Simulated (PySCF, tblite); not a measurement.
Species: Cl3Si(SH), Cl₃HSSi.
InChI=1S/Cl3HSSi/c1-5(2,3)4/h4H

Computed, not measured: PBE0/pcSseg-1 in PySCF (dipole) on a GFN2-xTB geometry, gas phase.

Masses are those of the commonest isotopes; rigid-rotor values at the optimised geometry. 

Task: What are A, B and C (GHz)?

Result: Ia = 379.89, Ib = 390.18, Ic = 394.38 u·Å²; 505379 MHz·u·Å²/I gives 1330, 1295 and 1281 MHz, that is A = 1.3303, B = 1.2953, C = 1.2815 GHz.

Task: What kind of rotor is it?

Result: An asymmetric top. Ray's parameter κ = (2B − A − C)/(A − C) = -0.435; −1 is the prolate and +1 the oblate limit.

Task: What does the inertial defect say?

Result: Not planar: Δ = Ic − Ia − Ib = -375.68 u·Å². For a rigid frame Δ = −2 Σ m c², so Σ m c² = 187.84 u·Å² lies off the ab plane: 0.00 from hydrogen and 187.84 from heavier atoms. The atom farthest from that plane is 1.64 Å away.

Task: Give the other two planar moments, Paa and Pbb, and the rms extents of the mass along the axes.

Result: Paa = Σ m a² = (Ib + Ic − Ia)/2 = 202.33 and Pbb = Σ m b² = (Ia + Ic − Ib)/2 = 192.04 u·Å². With the mass M = 165.86 u, the rms extents √(P/M) along a, b and c are 1.10, 1.08, 1.06 Å.

Task: Give the coordinates in the principal-axis frame, origin at the centre of mass.

Result: The sense of each axis is arbitrary; atoms in the order of the calculation.
```
atom  mass (u)   a (Å)   b (Å)   c (Å)
  S1    31.972  -1.858   1.069  -0.022
 Si2    27.977   0.011  -0.014   0.000
 Cl3    34.969   1.085   0.493   1.635
 Cl4    34.969  -0.451  -1.965   0.030
 Cl5    34.969   1.095   0.440  -1.643
  H6     1.008  -1.322   2.283  -0.034
```

Task: Which types of transition are allowed, and where do some lines up to J = 5 fall?

Result: The dipole components are |μa| = 0.14 D, |μb| = 1.00 D, |μc| = 0.00 D; the mirror of this Cs structure is the ab plane, so μc vanishes by symmetry (the 0.01 D computed is a residue) and there are no c-type lines. The squared components, which scale the intensities, stand as 0.02 : 1.00 (a : b). Some lines, for components of 0.1 D or more:

```
type  branch         J(Ka,Kc)    MHz  lower level (cm⁻¹)
   b       Q  5(5,1) ← 5(4,2)    371               1.312
   a       R  1(0,1) ← 0(0,0)   2577               0.000
   a       R  2(1,2) ← 1(1,1)   5140               0.087
   a       R  2(1,1) ← 1(1,0)   5167               0.088
   b       R  2(1,2) ← 1(0,1)   5175               0.086
   b       R  3(0,3) ← 2(1,2)   7693               0.259
   b       R  3(2,1) ← 2(1,2)   7892               0.259
   b       R  4(1,3) ← 3(2,2)  10239               0.521
   a       R  4(2,3) ← 3(2,2)  10304               0.521
   a       R  4(3,2) ← 3(3,1)  10312               0.528
   a       R  4(2,2) ← 3(2,1)  10330               0.522
   b       R  4(2,2) ← 3(1,3)  10515               0.516
   b       R  4(4,0) ← 3(3,1)  10602               0.528
   b       R  5(3,2) ← 4(4,1)  12615               0.882
   b       R  5(1,4) ← 4(2,3)  12833               0.865
   b       R  5(0,5) ← 4(1,4)  12836               0.858
   b       R  5(1,5) ← 4(0,4)  12846               0.858
   a       R  5(2,4) ← 4(2,3)  12876               0.865
   a       R  5(3,3) ← 4(3,2)  12891               0.872
   a       R  5(4,1) ← 4(4,0)  12891               0.882
   a       R  5(3,2) ← 4(3,1)  12900               0.872
   b       R  5(2,4) ← 4(1,3)  12941               0.863
   b       R  5(5,0) ← 4(4,1)  13262               0.882
```

Its GFN2-xTB frequencies are all real (lowest 96 cm⁻¹). No vibrational averaging or centrifugal distortion is included, and the geometry carries the error of its method. Quadrupole hyperfine structure (35Cl) is left out.

Shape of the structure used: `[SH:1][Si:2]([Cl:3])([Cl:4])[Cl:5]`: H–S1–Si2–Cl3 59°.
